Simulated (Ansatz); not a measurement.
C2H5S (SMILES [CH2]SC), doublet, geometry from GFN2-xTB; PBE0/6-31G* (Ansatz, a first-principles code).

The Ansatz input:
Ansatz 0.2 input:
```yaml
crystal:
  periodic: [false, false, false]
  atoms:
    - {symbol: C, position_ang: [0.00596101, 1.31810472, -0.60732876]}
    - {symbol: S, position_ang: [-0.17114785, 0.11511586, 0.58372680]}
    - {symbol: C, position_ang: [0.22202030, -1.37363243, -0.38519703]}
    - {symbol: H, position_ang: [0.71061926, 1.15790413, -1.39965789]}
    - {symbol: H, position_ang: [-0.22649668, 2.31627681, -0.29702164]}
    - {symbol: H, position_ang: [0.13226791, -2.22530445, 0.28055238]}
    - {symbol: H, position_ang: [-0.48349098, -1.45937936, -1.20603518]}
    - {symbol: H, position_ang: [1.23757816, -1.29818465, -0.76231178]}
basis:
  gaussian:
    orbitals: 6-31G*
    point_charges:
      - {charge: -1.0, position_ang: [-1.0707, 4.2284, 2.6316]}
hamiltonian:
  xc: pbe0
magnetization: {spin_polarized: true, initial_magnetization: 1}
```

What does Ansatz print? Leave out banner, timings and long lists.


```
Functional definition: PBE0
617 factors; integrals over basis functions are off by at most 7.0e-4 eV
mean field evaluation 1: about -12977.5136 eV, gradient 3.1e1 eV
mean field evaluation 2: about -12975.4492 eV, gradient 3.6e1 eV
mean field evaluation 4: about -12982.1271 eV, gradient 1.6e0 eV
mean field evaluation 8: about -12982.3646 eV, gradient 2.1e-1 eV
mean field evaluation 16: about -12982.3651 eV, gradient 1.5e-4 eV
mean field -12982.36511410 eV, -477.0931181800 hartree, gradient 2.5e-5 eV, S^2 0.754604; 0 other end points of the search recorded, 0 dependent functions left out
reference -12982.36513096 eV, -477.0931187996 hartree; 17, 16 occupied and 42, 43 virtual orbitals, 617 factors
Total energy: -12982.36513096 eV, -477.0931187996 hartree
```
